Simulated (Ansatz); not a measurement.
C3H10BN can be A, `CB(C)CN`, or B, `CCBNC`.

Isolated molecules relaxed with PBE0-D4/def2-TZVP in Ansatz; ΔE leaves out vibrations. CCSD(T)/CBS is the MP2 limit (def2-TZVPP, def2-QZVPP) plus CCSD(T) − MP2 in def2-TZVPP, frozen cores. Functionals use def2-TZVPP. B3LYP here is the variant with VWN-RPA as its local correlation; programs differ in this. One conformer a species, not always the lowest.

A:

```xyz
15

C     1.283    0.056   -0.973
B     0.253    0.267    0.187
C     0.620    1.126    1.446
C    -1.166   -0.398    0.121
N    -1.510   -1.079   -1.117
H     2.176    0.681   -0.913
H     1.619   -0.991   -0.955
H     0.809    0.188   -1.951
H     0.750    2.168    1.127
H     1.593    0.832    1.857
H    -0.119    1.113    2.250
H    -1.894    0.406    0.302
H    -1.245   -1.030    1.029
H    -2.376   -1.595   -1.032
H    -0.792   -1.743   -1.378
```

B:

Z-matrix (Å, degrees):
```
C
C 1 1.523
H 1 1.095 2 111.5
H 1 1.095 2 111.5 3 120.1
H 1 1.093 2 112.2 3 -120.0
B 2 1.573 1 117.0 3 -59.9
H 2 1.098 1 110.0 3 176.9
H 2 1.099 1 110.0 3 63.2
N 6 1.389 2 122.0 1 0.4
H 6 1.204 2 120.8 1 -179.7
C 9 1.443 6 127.1 2 179.9
H 9 1.009 6 119.0 2 -0.0
H 11 1.090 9 109.0 6 0.3
H 11 1.095 9 111.7 6 119.8
H 11 1.095 9 111.7 6 -119.2
```

(1) Which is lower in electronic energy at CCSD(T)/CBS, and by how much? (Estimate.)

(2) Give E(B) − E(A) in kJ/mol with PBE0-D4, MP2/def2-TZVPP, B2PLYP, HF/def2-TZVPP, r2SCAN-D4, B3LYP, PBE-D4. (An estimate is asked.)

Largest T1 diagnostic: 0.011.

## Answers

(1) The calculation gave: B, by 89.2 kJ/mol.

(2) The calculation gave: PBE0-D4 -86.0, MP2/def2-TZVPP -91.9, B2PLYP -92.7, HF/def2-TZVPP -93.1, r2SCAN-D4 -84.1, B3LYP -92.3, PBE-D4 -86.2. None reverses the order clearly.
